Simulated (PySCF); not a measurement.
# Xe⁵⁰⁺ (xenon, charge +50): Hartree-Fock from Schrödinger to Dirac-Coulomb-Breit

Occupied: 1s1/2, 2s1/2. Hartree-Fock calculated with PySCF 2.14 in an even-tempered Gaussian basis (16 s from 9.6 bohr⁻², ratio 2.7; 12 p from 11 bohr⁻², ratio 2.7), Gaussian nucleus throughout. NR is non-relativistic, sf-X2C the spin-free one-electron X2C Hamiltonian, X2C adds the bare one-electron spin-orbit term, X2C-SNSO screens it by Boettger's factors, DC is four-component Dirac-Coulomb, and the Gaunt and Breit terms are added at first order (total energies over the DC spinors, levels after relaxing the spinors in that mean field). QED terms are absent. Levels marked empty are virtual spinors of this ion.

```json
{"Hamiltonian": "NR", "E (hartree)": "-3560.8080", "E − E(DC) (hartree)": "155.5918", "CPU seconds": "0.42"}
{"Hamiltonian": "sf-X2C", "E (hartree)": "-3715.1033", "E − E(DC) (hartree)": "1.2965", "CPU seconds": "0.25"}
{"Hamiltonian": "X2C", "E (hartree)": "-3715.1033", "E − E(DC) (hartree)": "1.2965", "CPU seconds": "0.2"}
{"Hamiltonian": "X2C-SNSO", "E (hartree)": "-3715.1033", "E − E(DC) (hartree)": "1.2965", "CPU seconds": "0.14"}
{"Hamiltonian": "DC", "E (hartree)": "-3716.3998", "E − E(DC) (hartree)": "0.0000", "CPU seconds": "5.8"}
{"Hamiltonian": "DC+Gaunt", "E (hartree)": "-3713.7299", "E − E(DC) (hartree)": "2.6699", "CPU seconds": "11"}
{"Hamiltonian": "DC+Breit", "E (hartree)": "-3713.7847", "E − E(DC) (hartree)": "2.6151", "CPU seconds": "88"}
```

| level (eV) | NR | sf-X2C | X2C | X2C-SNSO | DC | DC+Gaunt | DC+Breit |
| --- | --- | --- | --- | --- | --- | --- | --- |
| 1s1/2 | -38190.2 | -39730.7 | -39730.7 | -39730.7 | -39762.0 | -39697.9 | -39698.6 |
| 2s1/2 | -9124.9 | -9589.9 | -9589.9 | -9589.9 | -9593.3 | -9585.9 | -9586.7 |
| 2p1/2 (empty) | -8820.2 | -8997.1 | -9260.3 | -9249.7 | -9252.9 | -9239.3 | -9241.2 |
| 2p3/2 (empty) | -8820.2 | -8997.1 | -8881.1 | -8885.3 | -8885.9 | -8878.2 | -8880.2 |
| 3s1/2 (empty) | -3889.3 | -4047.0 | -4047.0 | -4047.0 | -4048.0 | -4045.9 | -4046.2 |

```
interval (eV)    X2C  X2C-SNSO     DC  DC+Gaunt  DC+Breit
2p3/2 − 2p1/2  379.2     364.4  366.9     361.1     361.1
```

Weight of the small component: 1s1/2 0.0399, 2s1/2 0.00953, 2p1/2 0.00939, 2p3/2 0.00900, 3s1/2 0.00403.

Koopmans' value for the highest occupied level at DC+Breit: 9586.7 eV, against an ionisation energy of 9581 ± 4 eV (theoretical estimate listed by NIST; NIST Atomic Spectra Database, ionization energies); the former lacks relaxation, correlation, QED and recoil.

The whole ladder took 110 s of wall time on 1 thread of Intel(R) Xeon(R) Platinum 8259CL CPU @ 2.50GHz (shared host), launched as `OMP_NUM_THREADS=1 python relrun2.py TASK.json OUT` (a driver that calls PySCF for each Hamiltonian).

Dirac-Coulomb iterations, started from the X2C spinors:

```
with_ssss True, with_gaunt False, with_breit False
light speed = 137.03599967994
init E= -3696.71692885285
cycle= 1 E= -3716.3997103802  delta_E= -19.7  |g|= 1.16  |ddm|= 0.0802
cycle= 2 E= -3716.3997890295  delta_E= -7.86e-05  |g|= 0.00264  |ddm|= 0.000598
cycle= 3 E= -3716.39978903087  delta_E= -1.37e-09  |g|= 6.61e-06  |ddm|= 9.21e-06
```
